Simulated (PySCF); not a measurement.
C3HBrCl2, SMILES ClC(Cl)=C=CBr.

The structure is a stationary point at TPSSh-D3(BJ)/def2-SVP. The structure was generated by enumeration, and PubChem lists no compound with its InChIKey, so it may never have been made.

Calculation: PySCF with HF/def2-TZVP.

Computed frontier levels, gap, dipole moment and polarisability:
```
Item                                                                                                            Result
---------------------------------------------------------------------------------------------  -----------------------
highest occupied level                                                                                       -10.32 eV
lowest empty level                                                                                             2.19 eV
orbital gap                                                                                                   12.50 eV
dipole moment                                                                                                   1.28 D
quadrupole, principal values (traceless, Buckingham form, about the centre of nuclear charge)   -2.98, -1.30, 4.29 D·Å
mean static polarisability                                                                       84.7 bohr³ (12.55 Å³)
polarisability, principal values                                                               55.3, 66.4, 132.4 bohr³
```
